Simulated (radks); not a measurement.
The bismuth ion Bi18+, configuration [Kr] 4d10 4f14 5s2 5p3.

Method: scalar-relativistic Kohn-Sham, LDA (Slater exchange, VWN5 correlation), spin-polarised, spherical densities, finite nucleus; open shells are filled with parallel spins first (spin-orbit coupling, left out, can overturn this in heavy ions); Fermi nuclear charge, rms radius 5.5211 fm; computed with a radial shooting solver on a logarithmic mesh with Libxc functionals.

Energy parts (eV):
part                       energy
total                  -582252.68
kinetic                 660129.57
electron-nucleus      -1429133.41
Hartree                 196767.13
exchange-correlation    -10015.97

Orbitals (lengths in bohr, moments of r in powers of bohr):
| orbital | occ. | eigenvalue (eV) | <1/r> | <r> | <r^4> |
|---|---|---|---|---|---|
| 1s up | 1 | -90955.93 | 103.1 | 0.01581 | 3.337e-07 |
| 1s down | 1 | -90955.21 | 103.1 | 0.01581 | 3.337e-07 |
| 2s up | 1 | -16677.36 | 24.24 | 0.06652 | 0.00004787 |
| 2s down | 1 | -16676.94 | 24.24 | 0.06652 | 0.00004787 |
| 2p up | 3 | -14337.58 | 21.22 | 0.06055 | 0.00003997 |
| 2p down | 3 | -14337.01 | 21.22 | 0.06055 | 0.00003997 |
| 3s up | 1 | -4324.670 | 8.987 | 0.1717 | 0.001711 |
| 3s down | 1 | -4324.204 | 8.986 | 0.1717 | 0.001711 |
| 3p up | 3 | -3655.664 | 8.113 | 0.1737 | 0.001916 |
| 3p down | 3 | -3655.152 | 8.113 | 0.1737 | 0.001916 |
| 3d up | 5 | -2981.880 | 7.610 | 0.1574 | 0.001467 |
| 3d down | 5 | -2981.387 | 7.610 | 0.1574 | 0.001467 |
| 4s up | 1 | -1290.124 | 3.891 | 0.3762 | 0.03657 |
| 4s down | 1 | -1289.306 | 3.892 | 0.3761 | 0.03649 |
| 4p up | 3 | -1069.814 | 3.497 | 0.4009 | 0.04876 |
| 4p down | 3 | -1068.899 | 3.499 | 0.4006 | 0.04854 |
| 4d up | 5 | -817.6462 | 3.157 | 0.4188 | 0.06319 |
| 4d down | 5 | -816.5687 | 3.161 | 0.4181 | 0.06265 |
| 4f up | 7 | -539.2682 | 2.801 | 0.4281 | 0.08457 |
| 4f down | 7 | -537.9747 | 2.809 | 0.4265 | 0.08280 |
| 5s up | 1 | -519.7793 | 1.786 | 0.7738 | 0.6066 |
| 5s down | 1 | -514.8033 | 1.793 | 0.7720 | 0.6035 |
| 5p up | 3 | -447.9498 | 1.609 | 0.8426 | 0.8608 |
| 5p down | 0 | -442.6625 | 1.612 | 0.8420 | 0.8624 |

The highest occupied level is 5p up at -447.95 eV. The density falls to 0.001 e/bohr^3 at r = 1.79 bohr.
